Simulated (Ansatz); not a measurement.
```xyz
10

C     1.540    2.394    0.452
C     0.891    1.386    0.261
Hf   -0.288   -0.448   -0.085
O     0.145   -1.690    1.314
O     0.204   -1.139   -1.807
O    -2.145    0.038   -0.034
H     2.110    3.280    0.619
H     0.470   -2.477    1.739
H     0.124   -1.414   -2.714
H    -3.051    0.069    0.254
```

Charge 0, multiplicity 1. Hf: def2 effective core potential.

**Question.** List the PBE/def2-TZVPP orbital energies in eV (Ansatz 0.2.0). (Estimate.)

**Answer.** Ansatz gave: Occupied: -510.00, -510.00, -510.00, -268.44, -267.91, -63.68, -33.71, -33.71, -33.33, -24.06, -23.75, -23.75, -17.59, -12.72, -12.50, -12.05, -12.05, -8.44, -8.23, -8.23, -7.71, -7.71, -7.64, -7.34, -6.41, -6.41. Lowest empty: -1.20, -1.20, -0.66, 0.25, 0.25, 0.32, 0.87, 0.87.
